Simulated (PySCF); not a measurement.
Al(H)(OH)(nPr) (C3H9AlO), SMILES CC[CH2][AlH][OH].

Coordinates come from a B3LYP-D3(BJ)/def2-SVP optimisation. One conformer was computed; it need not be the lowest.

Two levels are set side by side: TDA-PBE/def2-SVPD (PySCF) and TDA-PBE0/def2-SVPD (PySCF). Vertical, same geometry. The lowest singlet is HOMO→LUMO 100 % with PBE and HOMO→LUMO 99 % with the other functional; states are paired by order. Differences are taken from unrounded values.

| quantity | TDA-PBE0 | TDA-PBE | TDA-PBE minus TDA-PBE0 |
|---|---|---|---|
| lowest singlet excitation (eV) | 5.59 | 5.10 | -0.49 |
| lowest triplet excitation (TDA) (eV) | 5.19 | 4.77 | -0.42 |
| first bright state (f over 0.05) (eV) | 6.56 | 6.36 | -0.20 |
| its oscillator strength | 0.05 | 0.06 | 0.01 |

Functionals without exact exchange tend to place singlet excitations lower, as here. Differences between two approximate levels are no errors against the true value.

Rough cost on one machine, each run with all the roots and properties that it gave: TDA-PBE0 against TDA-PBE about 2 times.
